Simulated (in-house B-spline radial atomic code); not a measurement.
**RPA and G0W0 on B3LYP (VWN-RPA): Ca²⁺**

Configuration [Ne] 3s2 3p6, mean-field start B3LYP (VWN-RPA). Computed with a B-spline radial code for spherical atoms: all electrons, non-relativistic, point nucleus, each spin shell either full or empty, empty states to l = 9 with an (l + 1/2)⁻⁴ tail; G0W0 by contour deformation at full frequency.

Command:
```bash
python run_gw.py task.json out
```
Settings (radii: box in bohr, nucleus in fm):
```
Z                        20
electrons                18
configuration            [Ne] 3s2 3p6
hamiltonian              nr
method                   b3lyp
lmax                     9
spin_polarised           False
box_radius               17.55
intervals                50
```

Time taken, with all properties: 1.7 s on 1 thread of Arm Neoverse N1, on a shared host.

Energies (hartree):

```
                                     term       value
                         mean-field total  -676.92500
Hartree-Fock functional on these orbitals  -676.14547
                      direct second order     -1.2951
                    second-order exchange     0.43636
                         SOSEX correction     0.39636
```

Question: What is the RPA correlation energy, and what remains with SOSEX?

Answer: RPA gives -1.1258 hartree (-1.7 eV per electron); RPA + SOSEX gives -0.72949, and the second-order doubles -0.85871 hartree (no singles). SOSEX takes back 35 % of the RPA value.

Quasi-particle levels (eV):

```csv
level,occupied,mean field,Σx - vxc,Σc,QP weight,G0W0
3p,yes,-44.93,-6.02,?,?,?
3d,no,-14.850,6.58,-2.15,0.962,-10.423
```

G0W0 = mean field + (Σx - vxc) + Σc, with Σc (partial-wave tail included) taken at the quasi-particle energy. Only the outer levels were computed. Levels of low weight are left out.

Question: Where does G0W0 put 3p?

Answer: At -51.01 eV, with Σc = -0.06 eV and a quasi-particle weight of 0.933. The tabulated removal energy is 50.913 eV (NIST, measured); the calculation leaves out relativity, Breit and QED terms, and what these don't explain is the method's own error.
